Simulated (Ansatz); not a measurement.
Cost and result for the atomization energy of C2H5NSi, SMILES `C=C1N[SiH2]1` (9 atoms, 9 bonds).

```xyz
9

C     0.431    0.149    1.635
C     0.171   -0.024    0.347
N     0.479    0.628   -0.853
Si   -0.628   -0.651   -1.151
H     0.039   -0.541    2.369
H     1.044    0.973    1.988
H     0.667    1.611   -0.968
H    -2.058   -0.357   -1.404
H    -0.144   -1.789   -1.963
```

Charge 0, multiplicity 1. Geometry: relaxed with PBE0-D4/def2-TZVP. Program: Ansatz. All runs use 2 threads of an Arm Neoverse V1 on a shared host. Times are those of one run each, without the atoms' runs, and a repeat can differ threefold. Electronic energies, without spin–orbit coupling; frozen cores. CCSD(T)/CBS adds CCSD(T) − MP2 in def2-TZVPP to the MP2 limit, and its time is that of the two runs behind it. T1 = 0.014. B3LYP takes the VWN-RPA correlation (the form of Gaussian; ORCA's B3LYP/G).

CCSD(T)/CBS is a level of theory with its own doubt, some kJ/mol a heavy atom from the limit and from the frozen cores, so smaller differences don't rank the functionals.

```csv
level,functions,wall time
BLYP-D4/def2-TZVPP,205,2.1 s
CCSD(T)/def2-SVP,85,2.6 s
PBE-D4/def2-TZVPP (with forces),205,2.6 s
BHLYP-D4/def2-TZVPP,205,3 s
CAM-B3LYP-D4/def2-TZVPP,205,3.3 s
B3LYP-D4/def2-TZVPP (with forces),205,4.4 s
B2PLYP/def2-TZVPP,205,5.5 s
PBE-QIDH/def2-TZVPP,205,5.5 s
ωB97X-V/def2-TZVPP,205,8 s
ωB97M-V/def2-TZVPP (with forces),205,11 s
MP2/def2-QZVPP,391,21 s
CCSD(T)/def2-TZVPP,205,62 s
CCSD(T)/CBS(def2),–,83 s
```

Task: What atomization energy does each give, and how far from CCSD(T)/CBS? (Best estimate.)

Result: The calculation gave: 
```csv
level,atomization (kcal/mol),difference from CCSD(T)/CBS,per bond
BLYP-D4/def2-TZVPP,799.8,6.8,0.7
CCSD(T)/def2-SVP,742.4,-50.6,-5.6
PBE-D4/def2-TZVPP (with forces),817.9,24.9,2.8
BHLYP-D4/def2-TZVPP,770.7,-22.3,-2.5
CAM-B3LYP-D4/def2-TZVPP,799.6,6.6,0.7
B3LYP-D4/def2-TZVPP (with forces),798.2,5.2,0.6
B2PLYP/def2-TZVPP,787.7,-5.3,-0.6
PBE-QIDH/def2-TZVPP,789.2,-3.8,-0.4
ωB97X-V/def2-TZVPP,798.7,5.7,0.6
ωB97M-V/def2-TZVPP (with forces),798.7,5.7,0.6
MP2/def2-QZVPP,796.7,3.7,0.4
CCSD(T)/def2-TZVPP,768.9,-24.1,-2.7
CCSD(T)/CBS(def2),793.0,0.0,0.0
```

From BLYP to BHLYP (50 % exact exchange), in def2-TZVPP and without D4, the atomization energy moves by −25.0 kcal/mol: exact exchange takes away binding that semilocal exchange gives to molecules. The D4 term adds +6.4 kcal/mol with B3LYP and +3.3 kcal/mol with PBE0; it sums over pairs of atoms, weighted by their polarisabilities, and B3LYP, whose exchange is more repulsive, gets the larger term. In def2-TZVPP, CCSD(T) changes the Hartree–Fock value by +214.4 kcal/mol (the triples alone add +14.4 kcal/mol) and MP2 by +227.7 kcal/mol; breaking electron pairs costs correlation energy, which Hartree–Fock lacks.
